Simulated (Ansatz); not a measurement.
Species: C2H11NSi2, charge 0, multiplicity 1. SMILES: C[SiH](C)N[SiH3]
Structure (B3LYP-D3(BJ)/def2-TZVP (Ansatz, a first-principles code) minimum search):
```xyz
16

Si    -0.8459    -0.0418    -0.6036
C     -1.9028     1.5025    -0.5686
C     -1.2846    -1.2034     0.7954
N      0.8361     0.3655    -0.4473
Si     2.0253    -0.2735     0.6297
H     -1.0931    -0.7284    -1.9017
H     -2.9581     1.2571    -0.7111
H     -1.6159     2.1951    -1.3636
H     -1.7987     2.0250     0.3849
H     -2.3316    -1.5046     0.7178
H     -0.6788    -2.1117     0.7731
H     -1.1453    -0.7264     1.7679
H      1.1956     1.0267    -1.1215
H      2.2239    -1.7351     0.4591
H      3.3062     0.4178     0.3505
H      1.6568    -0.0550     2.0501
```
Charge 0, spin multiplicity 1.

Wanted: vertical triplet-singlet gap (E(triplet) - E(singlet); each state is the SCF solution reached for its spin), in kJ/mol. Correlated levels leave the core frozen unless marked. Open shells are spin-unrestricted. Spin-orbit coupling is left out. Non-relativistic. Basis-set limits of correlation are two-point, X^-3; Hartree-Fock from the larger set. The bracket is a focal-point correction in the basis named.

| level | program | vertical triplet-singlet gap (kJ/mol) | minus last row |
|---|---|---|---|
| HF/aug-cc-pV(D+d)Z | Ansatz | 509.4 | -72.8 |
| HF/aug-cc-pV(T+d)Z | Ansatz | 512.6 | -69.6 |
| HF/aug-cc-pV(Q+d)Z | Ansatz | 512.8 | -69.4 |
| SVWN5/def2-TZVPD | Ansatz | 504.0 | -78.2 |
| PBE/def2-TZVPD | Ansatz | 507.7 | -74.5 |
| r2SCAN/def2-TZVPD | Ansatz | 527.3 | -54.9 |
| PBE0/def2-TZVPD | Ansatz | 543.8 | -38.4 |
| CAM-B3LYP/def2-TZVPD | Ansatz | 573.7 | -8.5 |
| wB97M-V/def2-TZVPD | Ansatz | 587.8 | 5.6 |
| MP2/aug-cc-pV(D+d)Z | Ansatz | 604.8 | 22.6 |
| MP2/aug-cc-pV(T+d)Z | Ansatz | 619.1 | 36.9 |
| RI-MP2/aug-cc-pV(T+d)Z | Ansatz | 619.1 | 36.9 |
| RI-MP2/aug-cc-pV(Q+d)Z | Ansatz | 624.1 | 41.9 |
| RI-MP2/CBS(aug-cc-pV(T+d)Z,aug-cc-pV(Q+d)Z) | Ansatz | 627.7 | 45.5 |
| SCS-MP2/aug-cc-pV(D+d)Z | Ansatz | 607.0 | 24.8 |
| SCS-MP2/aug-cc-pV(T+d)Z | Ansatz | 621.8 | 39.6 |
| CCSD/aug-cc-pV(D+d)Z | Ansatz | 565.6 | -16.6 |
| CCSD(T)/aug-cc-pV(D+d)Z | Ansatz | 562.7 | -19.5 |
| CCSD(T)/aug-cc-pV(T+d)Z | Ansatz | 573.7 | -8.5 |
| RI-MP2/CBS(aug-cc-pV(T+d)Z,aug-cc-pV(Q+d)Z)+[CCSD(T)-MP2]/aug-cc-pV(D+d)Z | Ansatz | 585.5 | 3.3 |
| RI-MP2/CBS(aug-cc-pV(T+d)Z,aug-cc-pV(Q+d)Z)+[CCSD(T)-MP2]/aug-cc-pV(T+d)Z | Ansatz | 582.2 | 0.0 |
